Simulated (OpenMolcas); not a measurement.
# C+: effect of the IPEA shift

```
Program             : OpenMolcas 26.06
Basis               : ANO-R1 [3s2p1d]
Scalar Hamiltonian  : X2C, finite nucleus
Active space        : 3 electrons in 4 orbitals (2s 2p)
State averaging     : 2S+1 = 4 odd, 1 root; 2S+1 = 2 odd, 11 roots; 2S+1 = 4 even, 3 roots; 2S+1 = 2 even, 9 roots
Spin-orbit coupling : state interaction with AMFI integrals over the reference wave functions, term energies averaged over their components
```

Methods on the same reference wave functions:
A. CASSCF
B. MS-CASPT2, IPEA 0 Eh, imaginary shift 0.1 Eh (closed shells correlated: 1s)
C. MS-CASPT2, IPEA 0.25 Eh, imaginary shift 0.1 Eh (closed shells correlated: 1s)

Energies in cm⁻¹ above 2s² 2p ²P°_1/2, the measured ground level; measured values from NIST Handbook of Basic Atomic Spectroscopic Data.

| Level | A | B | C | Measured |
| --- | --- | --- | --- | --- |
| 2s² 2p ²P°_1/2 | 0.0 | 0.0 | 0.0 | 0.0 |
| 2s² 2p ²P°_3/2 | 55.1 | 55.4 | 55.3 | 63.4 |
| 2s 2p² ⁴P_1/2 | 37597 | 41270 | 40840 | 43003 |
| 2s 2p² ⁴P_3/2 | 37617 | 41290 | 40860 | 43025 |
| 2s 2p² ⁴P_5/2 | 37652 | 41330 | 40900 | 43054 |
| 2s 2p² ²D_3/2 | 80990 | 76120 | 76810 | 74933 |
| 2s 2p² ²D_5/2 | 80990 | 76120 | 76810 | 74930 |
| 2s 2p² ²S_1/2 | 102974 | 99890 | 100190 | 96494 |
| 2s 2p² ²P_1/2 | 121596 | 113720 | 115400 | 110624 |
| 2s 2p² ²P_3/2 | 121634 | 113760 | 115440 | 110666 |
| 2p³ ⁴S°_3/2 | 139596 | 141340 | 141140 | 142027 |
| 2p³ ²D°_3/2 | 161960 | 154020 | 154740 | 150467 |
| 2p³ ²D°_5/2 | 161960 | 154020 | 154740 | 150462 |
| 2p³ ²P°_1/2 | 185396 | 176200 | 176940 | 168730 |
| 2p³ ²P°_3/2 | 185399 | 176200 | 176940 | 168748 |

Deviations, from unrounded energies. A percentage is the sum of absolute deviations over the sum of measured energies, with the sign that they share, or ± where signs differ.

| Against measurement | Levels | A | B | C |
| --- | --- | --- | --- | --- |
| mean absolute deviation (cm-1) | 14 | 8300 | 2800 | 3500 |
| fine structure of the ground term (%) | 1 | -13.2 | -12.7 | -12.7 |
| other configurations (%) | 13 | ±8.4 | ±2.9 | ±3.6 |

B lies closest to measurement on these levels and A furthest from it. The largest miss of B in the table is 2p³ ²P°_1/2, by +7500 cm-1. The ranking rests on the paired levels alone, and a cruder setting can come out closer through cancelling errors.

Between B and C the level of the table that moves most is 2s 2p² ²P_3/2, by 1700 cm-1 (lowest in B, highest in C). Moves below CASPT2's spread within the term are not significant.

The mean deviations of B to C differ by less than CASPT2's widest spread within a term (680 cm-1), so their order carries little weight.

The lowest spin-free term lies below A's lowest term by 0.031 hartree in B, 0.028 hartree in C.

CASPT2 does not keep the components of a term degenerate, so their means are used; among the terms shown or strongly mixed into the levels shown the widest spread is 680 cm-1 (2p³ ²D°, C). Without dynamic correlation excited terms often stand tens of per cent too high (terms of higher spin than the ground term too low), and those without a measured partner can miss by more than the paired ones (holds for A). Computed and measured levels are paired by configuration, term and J; levels that our copy of the source lacks, or whose pairing is in doubt (as where it misses far off the trend of its configuration), stay unpaired and out of the deviations. Only configurations of the active space appear.

° marks odd parity.
